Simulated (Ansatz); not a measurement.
`Cl[CH2][GeH]([Cl])[Cl]` + H₂Se → `[Cl][GeH]([Cl])[SeH]` + `CCl` at 298.15 K and 1 bar (ligand exchange at a Ge–C bond).

Isolated molecules relaxed with PBE0-D4/def2-TZVP in Ansatz; ΔE leaves out vibrations. CCSD(T)/CBS is the MP2 limit (def2-TZVPP, def2-QZVPP) plus CCSD(T) − MP2 in def2-TZVPP, frozen cores. This one scheme is used for every species. For Ge, Se outer-core shells are correlated without core-valence functions, which leaves a few kJ/mol of doubt a bond. Scalar relativity is left out up to krypton. Each species was taken in one conformer, which may not be the lowest.

```tsv
species	CCSD(T)/CBS energy (Eh)	H − E (kJ/mol)	S (J/(mol·K))
`Cl[CH2][GeH]([Cl])[Cl]`	-3495.38945	125.0	377.0
H₂Se	-2401.89790	45.8	219.1
`[Cl][GeH]([Cl])[SeH]`	-5397.68334	70.7	367.3
`CCl`	-499.63220	109.7	234.1
```

H − E and S are ideal-gas, rigid-rotor, harmonic terms from PBE0-D4/def2-TZVP, for one conformer and one mirror image of each species. 1 Eh = 2625.50 kJ/mol, R = 8.31446 J/(mol·K).

Q: By hand: ΔE, ΔH, ΔS and ΔG.

A: ΔE = (-5397.68334) + (-499.63220) − (-3495.38945) − (-2401.89790) = -0.02819 Eh = -74.0 kJ/mol. Δ(H − E) = 70.7 + 109.7 − 125.0 − 45.8 = 9.6, so ΔH = -64.4 kJ/mol. ΔS = 367.3 + 234.1 − 377.0 − 219.1 = 5.3 J/(mol·K). ΔG = -64.4 − 298.15 × (5.3)/1000 = -66.0 kJ/mol.

Q: By hand: the equilibrium constant, and the temperature at which ΔG would vanish if ΔH and ΔS stayed fixed.

A: log₁₀ K = −ΔG/(RT ln 10) = 11.6. ΔH and −TΔS have one sign here, so there is no such temperature.

The number of gas molecules stays the same, so ΔS is small and ΔH decides. A doubt of 5 kJ/mol in ΔE shifts log₁₀ K by 0.9 here. Other conformers and mirror images would add mixing entropy, several J/(mol·K) or more a flexible species. Modes under 60 cm⁻¹, often nearly free rotors, make the harmonic entropy too high. These are equilibria of isolated gas molecules and say nothing of rates. Largest T1 diagnostic: 0.009 (customary marks: 0.02 for closed shells, 0.045 for open ones).

ΔS is within the doubt of such terms, so its sign, and with it that verdict, could turn.
